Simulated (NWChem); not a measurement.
System: SiNH4 anion

Output (shortened):

```
             Northwest Computational Chemistry Package (NWChem) 7.3.0
             --------------------------------------------------------

                             Geometry "geometry" -> ""
                             -------------------------

 Output coordinates in angstroms (scale by  1.889725989 to convert to a.u.)

  No.       Tag          Charge          X              Y              Z
 ---- ---------------- ---------- -------------- -------------- --------------
    1 N                    7.0000    -0.06687200     1.21364400     0.00000000
    2 Si                  14.0000    -0.01411100    -0.46029800     0.00000000
    3 H                    1.0000     0.83739700     1.68738900     0.00000000
    4 H                    1.0000     0.63796400    -1.22641000    -1.17059600
    5 H                    1.0000    -1.41624500    -1.03918000     0.00000000
    6 H                    1.0000     0.63796400    -1.22641000     1.17059600

 Effective nuclear repulsion energy (a.u.)      57.5015633137

  pbe96 is a nonlocal functional; adding pw91lda local functional.

                                 NWChem DFT Module
                                 -----------------

 Summary of "ao basis" -> "ao basis" (spherical)
 ------------------------------------------------------------------------------
       Tag                 Description            Shells   Functions and Types
 ---------------- ------------------------------  ------  ---------------------
 N                        aug-cc-pvdz                9       23   4s3p2d
 Si                       aug-cc-pvdz               11       27   5s4p2d
 H                        aug-cc-pvdz                5        9   3s2p

 in cosmo_initialize ...
 calling solv_data for solv:octanol

 solvent parameters
 solvname_short: octanol
 solvname_long:  1-octanol
 dielec:        9.8629
 dielecinf:     2.0435
 nonaqueous SMD model solvent descriptors
 dielec:        9.8629
 sola:          0.3700
 solb:          0.4800
 solc:          0.0000
 solg:         39.0100
 solh:          0.0000
 soln:          1.4295

          ---------------
          -cosmo- solvent
          ---------------
 Cosmo: York-Karplus, doi: 10.1021/jp992097l
 dielectric constant -eps-     =   9.86
 screen = (eps-1)/(eps    )    =   0.89861
 surface charge correction     = lagrangian

   van der Waals surface
 --------------------------

 ---------- ATOMIC COORDINATES (A.U.) ------------ VDWR(ANG.) --
     1   -0.12636976    2.29345461    0.00000000     1.890
     2   -0.02666592   -0.86983709    0.00000000     2.470
     3    1.58245087    3.18870285    0.00000000     1.200
     4    1.20557715   -2.31757885   -2.21210568     1.200
     5   -2.67631498   -1.96376545    0.00000000     1.200
     6    1.20557715   -2.31757885    2.21210568     1.200
 number of segments per atom =        128
 number of   points per atom =        128
 atom (   nspa,  nppa )
 ----------------------
    1 (     66,     0 )       0
    2 (     96,     0 )       0
    3 (     44,     0 )       0
    4 (     38,     0 )       0
    5 (     34,     0 )       0
    6 (     38,     0 )       0
 number of -cosmo- surface points =      316
 molecular surface =     86.081 angstrom**2
 molecular volume  =     73.344 angstrom**3
 -lineq- algorithm             =   0
 -bem- low  level              =   3
 -bem- from -octahedral-
 gaussian surface charge width =   4.50000
 degree of switching           =   1.00000
 switching function tolerance  =   0.00010
 atomic radii =
 --------------
    1  7.000  1.890
    2 14.000  2.470
    3  1.000  1.200
    4  1.000  1.200
    5  1.000  1.200
    6  1.000  1.200
 ...... end of -cosmo- initialization ......

 nat:                     6
 ixmem:                  2111
 calling mnsol_interface()
 G(SMD-CDS) energy (kcal/mol)  =     1.229
 SMD-CDS SASA (angstrom**2)    =   103.424

[...]

                                COSMO-SMD solvation results
                                ---------------------------

             internal energy in gas <Psi(g)|H|Psi(g)> =      -346.430414193202
         internal energy in solvent <Psi(s)|H|Psi(s)> =      -346.427342049055
                               delta internal energy  =         0.003072144147 (    1.93 kcal/mol)
   total free energy in solvent <Psi(s)|H+V/2|Psi(s)> =      -346.522451155415
 polarization energy contribution <Psi(s)|V/2|Psi(s)> =        -0.095109106360 (  -59.68 kcal/mol)
    total free energy in solvent including G(SMD-CDS) =      -346.520492528789
                       G(SMD-CDS) energy contribution =         0.001958626625 (    1.23 kcal/mol)
     1 M fixed-concentration free energy of solvation =        -0.090078335587 (  -56.53 kcal/mol)

                       DFT Final Molecular Orbital Analysis
                       ------------------------------------

 Vector   11  Occ=2.000000D+00  E=-2.583391D-01
              MO Center= -6.1D-01, -5.5D-01,  7.0D-08, r^2= 2.5D+00
   Bfn.  Coefficient  Atom+Function         Bfn.  Coefficient  Atom+Function
  ----- ------------  ---------------      ----- ------------  ---------------
    69      0.378186  5 H  s                 35     -0.332274  2 Si px
    32     -0.296651  2 Si px                 6      0.210966  1 N  py
    33     -0.149472  2 Si py                51      0.119512  3 H  s
    60     -0.114070  4 H  s                 78     -0.114070  6 H  s
    52      0.107759  3 H  s                 36     -0.096774  2 Si py

 Vector   12  Occ=2.000000D+00  E=-1.772049D-01
              MO Center= -1.2D-01,  9.2D-01, -8.5D-10, r^2= 2.3D+00
   Bfn.  Coefficient  Atom+Function         Bfn.  Coefficient  Atom+Function
  ----- ------------  ---------------      ----- ------------  ---------------
     5      0.375740  1 N  px                 4     -0.318350  1 N  s
     6     -0.284662  1 N  py                 3     -0.264818  1 N  s
     8      0.240382  1 N  px                36      0.178833  2 Si py
    33      0.170062  2 Si py                 9     -0.156768  1 N  py
    28      0.149473  2 Si s                 35     -0.134339  2 Si px

 Vector   13  Occ=2.000000D+00  E=-1.425456D-01
              MO Center=  5.0D-02,  8.0D-01,  9.6D-10, r^2= 2.3D+00
   Bfn.  Coefficient  Atom+Function         Bfn.  Coefficient  Atom+Function
  ----- ------------  ---------------      ----- ------------  ---------------
     7      0.505870  1 N  pz                10      0.357193  1 N  pz
    13      0.193004  1 N  pz                37     -0.149432  2 Si pz
    60      0.148850  4 H  s                 78     -0.148850  6 H  s
    42      0.132695  2 Si d -1              47      0.093436  2 Si d -1
    44      0.039449  2 Si d  1              62      0.038954  4 H  s

 Vector   14  Occ=0.000000D+00  E=-8.638614D-03
              MO Center=  4.4D-01,  1.1D+00,  1.3D-08, r^2= 1.1D+01
   Bfn.  Coefficient  Atom+Function         Bfn.  Coefficient  Atom+Function
  ----- ------------  ---------------      ----- ------------  ---------------
    28      2.227310  2 Si s                 62     -0.875275  4 H  s
    80     -0.875275  6 H  s                 39     -0.828101  2 Si py
    71     -0.823652  5 H  s                 53     -0.515120  3 H  s
    27     -0.286312  2 Si s                  3      0.248849  1 N  s
    12      0.223426  1 N  py                36      0.200341  2 Si py

 Vector   15  Occ=0.000000D+00  E= 2.582230D-03
              MO Center= -4.6D-03, -2.2D+00, -7.5D-09, r^2= 1.1D+01
   Bfn.  Coefficient  Atom+Function         Bfn.  Coefficient  Atom+Function
  ----- ------------  ---------------      ----- ------------  ---------------
    28      3.010175  2 Si s                 62     -1.176812  4 H  s
    80     -1.176812  6 H  s                  4     -0.915090  1 N  s
    71     -0.833922  5 H  s                 27      0.379756  2 Si s
    12      0.334327  1 N  py                39      0.233637  2 Si py
    26      0.206251  2 Si s                 36      0.198876  2 Si py

 Vector   16  Occ=0.000000D+00  E= 2.727215D-02
              MO Center=  3.8D-01, -3.2D-02, -2.3D-07, r^2= 1.7D+01
   Bfn.  Coefficient  Atom+Function         Bfn.  Coefficient  Atom+Function
  ----- ------------  ---------------      ----- ------------  ---------------
    38      1.870990  2 Si px                71      1.097270  5 H  s
    62     -0.936369  4 H  s                 80     -0.936370  6 H  s
    39     -0.610197  2 Si py                53      0.494867  3 H  s
    11     -0.387564  1 N  px                52      0.235504  3 H  s
    28      0.191922  2 Si s                 35     -0.162687  2 Si px

     Multipole analysis of the density
     ---------------------------------

     L   x y z        total         alpha         beta         nuclear
     -   - - -        -----         -----         ----         -------
     0   0 0 0     -1.000000    -13.000000    -13.000000     25.000000

     1   1 0 0      0.607182      0.273901      0.273901      0.059379
     1   0 1 0     -0.864602     -0.665423     -0.665423      0.466243
     1   0 0 1     -0.000000     -0.000000     -0.000000      0.000000

     2   2 0 0    -19.876216    -16.285801    -16.285801     12.695385
     2   1 1 0      2.737460     -0.136044     -0.136044      3.009547
     2   1 0 1      0.000000      0.000000      0.000000      0.000000
     2   0 2 0    -25.900425    -49.039569    -49.039569     72.178714
     2   0 1 1     -0.000000     -0.000000     -0.000000      0.000000
     2   0 0 2    -21.734528    -15.760675    -15.760675      9.786823
```

Level: PBE/aug-cc-pVDZ, SMD on the gas-phase geometry. Structure relaxed at the B3LYP/def2-SVPD level. The gas-phase anion has a positive highest level at the geometry level, so the gas reference is doubtful. Solvent: 1-octanol.

### Question
Write an input that gives this output.

### Answer
This is not unique; one that fits is the input that was run:
```
start job
memory heap 200 mb stack 900 mb global 1100 mb
charge -1
geometry units angstroms noautosym nocenter noautoz
  N     -0.066872     1.213644     0.000000
  Si    -0.014111    -0.460298     0.000000
  H      0.837397     1.687389     0.000000
  H      0.637964    -1.226410    -1.170596
  H     -1.416245    -1.039180     0.000000
  H      0.637964    -1.226410     1.170596
end
basis spherical
  N library aug-cc-pvdz
  Si library aug-cc-pvdz
  H library aug-cc-pvdz
end
dft
  xc xpbe96 cpbe96
  iterations 150
end
cosmo
  do_cosmo_smd true
  solvent octanol
end
task dft energy
```
